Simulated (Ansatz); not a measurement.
Reaction (homolysis of the Si–Si bond): `O[SiH](O)[SiH](F)F` → `F[SiH]F`• + `O[SiH]O`•

Computed with Ansatz on PBE0-D4/def2-TZVP structures; ΔE is electronic, products minus reactants. CCSD(T)/CBS is the MP2 limit (def2-TZVPP, def2-QZVPP) plus CCSD(T) − MP2 in def2-TZVPP, frozen cores. This one scheme is used for every species. DFT in def2-TZVPP. Open shells (•) are unrestricted, without spin–orbit coupling. One conformer a species, not always the lowest.

```tsv
species	PBE-D4 energy (Eh)
`O[SiH](O)[SiH](F)F`	-931.29253
`F[SiH]F`•	-489.61332
`O[SiH]O`•	-441.55894
```

Work out ΔE.

ΔE = (-489.61332) + (-441.55894) − (-931.29253) = 0.12027 Eh = +315.8 kJ/mol. CCSD(T)/CBS gives +343.5 kJ/mol.

Largest T1 diagnostic among the species: 0.015.

In def2-TZVPP, CCSD(T) changes the Hartree–Fock value by +79.6 kJ/mol (the triples alone add +3.7 kJ/mol) and MP2 by +75.6 kJ/mol; breaking electron pairs costs correlation energy, which Hartree–Fock lacks. The D4 term adds +14.6 kJ/mol with B3LYP and +8.1 kJ/mol with PBE0; it sums over pairs of atoms, weighted by their polarisabilities, and B3LYP, whose exchange is more repulsive, gets the larger term. From PBE to PBE0 (25 % exact exchange), in def2-TZVPP and without D4, ΔE moves by +9.8 kJ/mol.

B3LYP here is the variant with VWN-RPA as its local correlation; programs differ in this.
